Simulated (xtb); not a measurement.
C3H4ClNSi, SMILES Cl[Si@@H]1C=CN=C1. All values are semi-empirical tight-binding results from xtb (GFN2-xTB unless named), good for trends rather than for accurate numbers. Geometry: GFN2-xTB. The structure was generated by enumeration; whether it is a known compound was not checked.

Optimised geometry:

Bond lengths (Å): Cl1–Si2 2.014, Si2–C3 1.887, Si2–C6 1.918, Si2–H7 1.457, C3–C4 1.339, C3–H8 1.075, C4–N5 1.401, C4–H9 1.080, N5–C6 1.272, C6–H10 1.080. Bond angles (°): Cl1–Si2–C3 115.1, Cl1–Si2–C6 114.5, Cl1–Si2–H7 112.0, C3–Si2–C6 85.4, C3–Si2–H7 114.8, C6–Si2–H7 112.6, Si2–C3–C4 108.1, Si2–C3–H8 129.9, C4–C3–H8 122.0, C3–C4–N5 119.7, C3–C4–H9 125.8, N5–C4–H9 114.6, C4–N5–C6 114.0, Si2–C6–N5 112.8, Si2–C6–H10 129.8, N5–C6–H10 117.4.

* **orbital gap**: 1.83 eV
* **dipole moment**: 1.74 D
* **zero-point energy**: 38.8 kcal/mol
* **G − E(el) at 298.15 K (modified RRHO)**: 19.4 kcal/mol
* **static polarisability (D4 model)**: 79.3 bohr³
* **solvation energy, GFN2-xTB/ALPB(water)**: -2.5 kcal/mol
* **solvation energy, GFN2-xTB/ALPB(dmso)**: -5.3 kcal/mol

Problem. Give the atomic charges and the Wiberg bond orders between heavy atoms. (Estimate from the structure and the level; the computed values follow.)

Solution. charges (e) Cl1 -0.21, Si2 0.49, C3 -0.15, C4 0.04, N5 -0.22, C6 -0.03, H7 -0.05, H8 0.04, H9 0.04, H10 0.04. Bond orders Cl1–Si2 1.11, Si2–C3 0.90, C3–C4 1.86, C4–N5 1.11, Si2–C6 0.84, N5–C6 1.88.
